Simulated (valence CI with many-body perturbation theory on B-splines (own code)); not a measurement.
Values are calculated unless marked as measured or tabulated.
Lu LXVI: magnetic and hyperfine properties of the levels

Method: relativistic CI+MBPT: four valence electrons over a frozen Dirac-Fock core [He], radial functions for each j: 11 s, 11 p, 10 d, 8 f, 5 g, 2 h, with the one-electron correlation potential Σ1 (screened to all orders), the two-electron term Σ2, the three-electron term Σ3, Breit, model QED; selected single and double excitations, second order for the rest, scaled by the run's own slope (own B-spline code, finite nucleus).

No measured spectrum was set against this ion. As an estimate, large intervals hold to a few tenths of a per cent, small ones and those within an open d or f shell to about a per cent. Among the levels kept, up to 1100 cm⁻¹ of a level comes from second order outside the variational space, and about a tenth of that is noise between levels of different J, which matters for small intervals.

A/g_I is the dipole constant over the nuclear g factor μ/I (μ in nuclear magnetons, uniformly magnetised nucleus), B/Q the quadrupole constant per barn. Both hold the static response of the core; the bare values leave it out. Large factors of s and p1/2 electrons are usually good to 5 to 10 %; those of open d and f shells near neutrality can be off by tens of per cent, and small factors of p3/2, d and f electrons come from cancelling terms and can be off by a factor of two or in sign, in half-filled shells by more. B is blank for J = 1/2, where it vanishes, and for nearly pure S terms. Energies count from the lowest level. Levels with J = 0 are left out.

Levels are named by their leading jj configuration (3d3/2^4 stands for four electrons in 3d with j = 3/2), which in mixed levels can hold well under half, so a name can repeat and another be missing. Letters in brackets count levels of one name in rising energy.

```
                     Level  E (Ry)      g  A/g_I (MHz)  A/g_I bare  B/Q (MHz/b)  B/Q bare
    (2s^2 2p1/2 2p3/2) J=1   85.64  1.471      -644000     -618000       725000    726000
    (2s^2 2p1/2 2p3/2) J=2   86.97  1.138      2110000     2120000      1360000   1370000
    (2s 2p1/2^2 2p3/2) J=2  106.39  1.499      5290000     5260000      1390000   1390000
    (2s 2p1/2^2 2p3/2) J=1  112.53  1.111     -3850000    -3770000       824000    826000
        (2s^2 2p3/2^2) J=2  174.20  1.293       745000      761000        82100     82200
(2s 2p1/2 2p3/2^2) J=2 [a]  190.02  1.548      3770000     3760000       239000    240000
    (2s 2p1/2 2p3/2^2) J=3  193.22  1.297      4720000     4700000        -2330     -2370
(2s 2p1/2 2p3/2^2) J=1 [a]  199.10  1.300     -4520000    -4440000      -447000   -448000
(2s 2p1/2 2p3/2^2) J=2 [b]  199.80  1.048      -320000     -280000      -166000   -166000
(2s 2p1/2 2p3/2^2) J=1 [b]  200.10  1.299     1.19e+07    1.18e+07       250000    250000
     (2p1/2^2 2p3/2^2) J=2  221.77  1.308       694000      727000        78300     78400
          (2s 2p3/2^3) J=2  282.87  1.433      5360000     5330000     -1470000  -1480000
          (2s 2p3/2^3) J=1  288.87  1.159     -3900000    -3820000      -624000   -625000
       (2p1/2 2p3/2^3) J=1  308.50  1.471      -695000     -644000      -720000   -721000
       (2p1/2 2p3/2^3) J=2  309.85  1.123      2100000     2120000     -1520000  -1530000
       (2s^2 2p1/2 3s) J=1  694.29  1.304      5930000     5890000       -14300    -14300
    (2s^2 2p1/2 3p1/2) J=1  700.15  0.636      4110000     4090000        -3450     -3460
       (2s 2p1/2^2 3s) J=1  712.89  2.006     1.22e+07    1.21e+07         8060      8070
    (2s 2p1/2^2 3p1/2) J=1  719.62  1.345     1.04e+07    1.03e+07        -5790     -5790
    (2s^2 2p1/2 3p3/2) J=2  727.06  1.146      1740000     1740000       425000    426000
    (2s^2 2p1/2 3p3/2) J=1  727.17  1.501     -1160000    -1140000       211000    212000
    (2s^2 2p1/2 3d3/2) J=2  731.65  0.743      1680000     1670000        88400     89000
    (2s^2 2p1/2 3d3/2) J=1  733.55  0.828     -1370000    -1360000        35900     36200
    (2s^2 2p1/2 3d5/2) J=2  739.41  1.283      -896000     -893000        82500     83100
    (2s^2 2p1/2 3d5/2) J=3  739.71  1.094      1090000     1090000        78700     79400
    (2s 2p1/2^2 3p3/2) J=2  746.16  1.498      4840000     4800000       415000    415000
    (2s 2p1/2^2 3p3/2) J=1  746.52  1.135     -4510000    -4450000       219000    219000
    (2s 2p1/2^2 3d3/2) J=1  750.68  0.468     -4630000    -4580000        37000     37300
    (2s 2p1/2^2 3d3/2) J=2  751.12  1.114      4790000     4740000        71800     72400
    (2s 2p1/2^2 3d5/2) J=3  758.22  1.331      3230000     3200000        71800     72500
    (2s 2p1/2^2 3d5/2) J=2  759.49  1.029     -3040000    -3010000        60200     60800
```

(1) Take the isotope of mass number 175, with I = 7/2, μ = 2.2257 μN and Q = 3.49 b. What is the hyperfine structure of (2s 2p1/2 2p3/2^2) J=3?

Results:

(1) From the table A = 3000000 MHz, B = -8130 MHz. Shifts from the centre of gravity in MHz: F = 1/2: -4.05e+07, F = 3/2: -3.60e+07, F = 5/2: -2.85e+07, F = 7/2: -1.80e+07, F = 9/2: -4500000, F = 11/2: 1.20e+07, F = 13/2: 3.15e+07.
